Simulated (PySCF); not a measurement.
Job file and geometry (Å, from GFN2-xTB) of an NMR shielding run on SMILES C[C@@H]1PC[C@@H]1[SiH3], C$_{4}$H$_{11}$PSi, GIAO PBE0/pcSseg-1 NMR shielding, non-relativistic, gas phase in PySCF; density fitting, a coarse starting grid and PySCF grid level 2 are the driver's defaults:

```
$ OMP_NUM_THREADS=1 python probes_run.py task.json out

{"job": {"kind": "nmr", "xc": "PBE0", "basis": "pcSseg-1"}, "charge": 0, "multiplicity": 1}
C     -1.425054    -1.192249     0.054558
C     -0.878316     0.063157     0.711822
P     -1.564421     1.630980    -0.097172
C      0.158765     1.432378    -0.807203
C      0.560770     0.449682     0.305385
Si     1.797681    -0.914700    -0.172355
H     -2.482260    -1.308022     0.290400
H     -1.322865    -1.138613    -1.028010
H     -0.892396    -2.073384     0.410245
H     -1.036731     0.006220     1.792426
H     -1.140593     2.463392     0.955550
H      0.751042     2.342275    -0.894612
H      0.105051     0.959084    -1.789557
H      0.995670     1.026089     1.130104
H      1.918477    -1.856738     0.941500
H      3.086717    -0.268589    -0.428557
H      1.361466    -1.608933    -1.384434
```

Q: Write the output of this run.

A: 
```
coarse grid: 14416 points
cycle   1  E = -789.2892729762  dE =  4.458e-01  |g| = 3.608e-01  |ddm| = 3.660e+00
cycle   2  E = -789.2668869254  dE =  2.239e-02  |g| = 4.632e-01  |ddm| = 7.708e-01
cycle   3  E = -789.3233739381  dE = -5.649e-02  |g| = 5.969e-02  |ddm| = 5.187e-01
cycle   4  E = -789.3242009729  dE = -8.270e-04  |g| = 2.223e-02  |ddm| = 9.651e-02
cycle   5  E = -789.3243170415  dE = -1.161e-04  |g| = 4.448e-03  |ddm| = 2.076e-02
cycle   6  E = -789.3243213773  dE = -4.336e-06  |g| = 1.276e-03  |ddm| = 6.542e-03
final grid: 127776 points
cycle   7  E = -789.3616250856  dE = -2.989e-05  |g| = 8.380e-03  |ddm| = 3.258e-02
cycle   8  E = -789.3616062404  dE =  1.885e-05  |g| = 1.184e-02  |ddm| = 1.979e-02
cycle   9  E = -789.3616432482  dE = -3.701e-05  |g| = 8.921e-04  |ddm| = 1.285e-02
cycle  10  E = -789.3616434366  dE = -1.884e-07  |g| = 2.290e-04  |ddm| = 1.113e-03
cycle  11  E = -789.3616434486  dE = -1.202e-08  |g| = 4.636e-05  |ddm| = 2.127e-04
cycle  12  E = -789.3616434491  dE = -4.566e-10  |g| = 2.236e-05  |ddm| = 7.975e-05
converged SCF energy = -789.3616434491

GIAO shielding tensors (ppm)
atom      isotropic    diamagn.    paramagn.     s11        s22        s33       span
  0 C      167.157     248.102     -80.945    152.112    169.513    179.846     27.734
  1 C      157.309     250.503     -93.194    140.325    160.624    170.979     30.654
  2 P      348.269     965.251    -616.982    176.248    424.135    444.424    268.176
  3 C      169.475     252.516     -83.041    147.477    171.145    189.801     42.324
  4 C      153.249     252.818     -99.569    121.662    165.065    173.018     51.356
  5 Si     426.502     880.506    -454.004    392.865    420.209    466.430     73.565
  6 H       30.313      29.010       1.303     25.937     27.627     37.374     11.437
  7 H       29.979      30.916      -0.937     27.106     29.131     33.701      6.595
  8 H       30.307      30.464      -0.158     25.791     28.719     36.410     10.619
  9 H       29.439      32.472      -3.033     24.236     29.270     34.811     10.575
 10 H       26.709      30.757      -4.048     25.354     25.487     29.288      3.934
 11 H       29.889      30.767      -0.877     26.193     27.142     36.333     10.139
 12 H       29.693      31.472      -1.779     27.311     28.201     33.567      6.256
 13 H       28.368      33.556      -5.188     26.535     27.818     30.751      4.216
 14 H       27.944      29.619      -1.675     24.652     25.514     33.664      9.012
 15 H       28.197      29.307      -1.110     24.795     26.038     33.758      8.963
 16 H       27.899      29.659      -1.760     24.472     27.508     31.717      7.245
```

Size and cost of the density-fitted run: 171 basis functions, 38 s wall time on 1 thread of an Arm Neoverse N1, shared host; peak memory 0.73 GiB.
